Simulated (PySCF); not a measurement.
**KRb: energy against distance**

Set-up: basis K def2-SVP, Rb def2-SVP with ECP28; scalar-relativistic core potentials; PySCF 2.14. Energies in eV from K + Rb in their ground configurations at the same level. All curves are PBE0. state 1: ¹Σ⁺ (singlet), closed shell; state 2: ³Σ⁺ (triplet), unpaired electrons σ ↑↑, a second solution, started from another occupation; state 3: ³Π (triplet), unpaired electrons σ ↑, π ↑, a second solution, started from another occupation; state 4: Ms = 0 determinant of mixed spin (⟨S²⟩ near 1.0), unpaired electrons σ ↑, π ↓, a second solution, started from another occupation.

```tsv
R (Å)	state 1	state 2	state 3	state 4
3.574	-0.3656	0.4252	0.7533	1.0727
3.740	-0.4282	0.3211	0.7015	1.0098
3.907	-0.4658	0.2369	0.6724	0.9698
4.031	-0.4802	0.1850	0.6630	0.9523
4.156	-0.4846	0.1415	0.6626	0.9442
4.281	-0.4806	0.1053	0.6699	0.9439
4.447	-0.4645	0.0667	0.6896	0.9534
4.655	-0.4311	0.0312	0.7266	0.9775
4.904	-0.3774	0.0026	0.7841	1.0179
5.237	-0.2920	-0.0186	0.8741	1.0803
```

Task: Put a parabola through the three lowest points of the state 1 curve and estimate Re, k and ωe (reduced mass 26.71 u; 1 eV/Å² = 0.16022 mdyn/Å; ωe = 1302.8·√(k/μ) cm⁻¹).

Result: Through R = 4.031, 4.156, 4.281 Å the second-order coefficient is 0.269 eV/Å², so Re ≈ 4.159 Å, k ≈ 0.0861 mdyn/Å and ωe ≈ 74 cm⁻¹. A polynomial fit of higher order to the unrounded PBE0 energies gives Re = 4.156 Å, k = 0.0867 mdyn/Å, ωe = 74.2 cm⁻¹; anharmonicity and rounding make the difference.

The higher-order fit for each curve: state 1: Re = 4.156 Å, ωe = 74.2 cm⁻¹, De = 0.485 eV; state 2: Re = 5.805 Å, ωe = 21.1 cm⁻¹, minimum 0.029 eV below the ground-state fragments; state 3: Re = 4.098 Å, ωe = 73.6 cm⁻¹, minimum 0.66 eV above the ground-state fragments; state 4: Re = 4.223 Å, ωe = 68.4 cm⁻¹, minimum 0.94 eV above the ground-state fragments.

Closed-shell solutions of metal pairs were not tested for spin polarisation, which can lower them a little. Counting both spins, an empty level lies below a filled one in some of these solutions, because spin and occupation are held.
